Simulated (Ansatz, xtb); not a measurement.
**Relative energy of two isomers of C5H10S2**

Structure a: `C[C@@H]1SCC[C@H]1S`, a singlet. Structure b: `S[C@@H]1CCCSC1`, a singlet. Both are isolated molecules in the gas phase, relaxed with r2SCAN-D4/def2-SVP; each stands in its lowest conformer found.

Problem. Estimate which is lower in electronic energy at CCSD(T)/def2-SVP + ΔMP2/def2-TZVPP, and by roughly how much.

Solution. Too close to call at this level: CCSD(T)/def2-SVP + ΔMP2/def2-TZVPP gives E(b) − E(a) = +0.42 kJ/mol.

How the difference moves with the method:

| level | geometry | E(b) − E(a) (kJ/mol) | departure from the last row (kJ/mol) | job, with rough time for the two |
| --- | --- | --- | --- | --- |
| GFN2-xTB | GFN2-xTB | +3.57 | +3.15 | optimisation, 0.13 s |
| HF/STO-3G | GFN2-xTB | +2.55 | +2.13 | single point, 0.4 s |
| r2SCAN-D4/def2-SVP//GFN2-xTB | GFN2-xTB | −9.14 | −9.56 | single point, 4.5 s |
| r2SCAN-D4/def2-SVP | r2SCAN-D4/def2-SVP | −8.59 | −9.01 | optimisation, 38 s |
| HF/def2-SVP | r2SCAN-D4/def2-SVP | +1.39 | +0.97 | part of the CCSD(T) run |
| MP2/def2-SVP | r2SCAN-D4/def2-SVP | −2.25 | −2.68 | part of the CCSD(T) run |
| CCSD(T)/def2-SVP | r2SCAN-D4/def2-SVP | −2.13 | −2.55 | single point |
| CCSD(T)/def2-SVP + ΔMP2/def2-TZVPP | r2SCAN-D4/def2-SVP | +0.42 |  | single point, 91 s |

As drawn, both hold the same kinds of bond in the same numbers. Structure a has 1 methyl group, b 0. Structure a has a 5-membered ring, b a 6-membered ring.

The largest departure from CCSD(T)/def2-SVP + ΔMP2/def2-TZVPP is that of r2SCAN-D4/def2-SVP//GFN2-xTB, 9.56 kJ/mol. The last row adds to CCSD(T) the change of the MP2 difference between the two basis sets, here +2.55 kJ/mol.

With thermal terms from frequencies at re-optimised GFN2-xTB minima (ideal gas, soft modes damped towards free rotors, one conformer each, 298.15 K, 1 atm): the zero-point term adds +2.69 kJ/mol; ΔH is +1.10 and ΔG +6.08 kJ/mol.

The correlated steps freeze 15 core orbitals. Programs: Ansatz 0.2.0, xtb 6.7.1; the last row on 4 threads of Arm Neoverse V2 on a shared host.
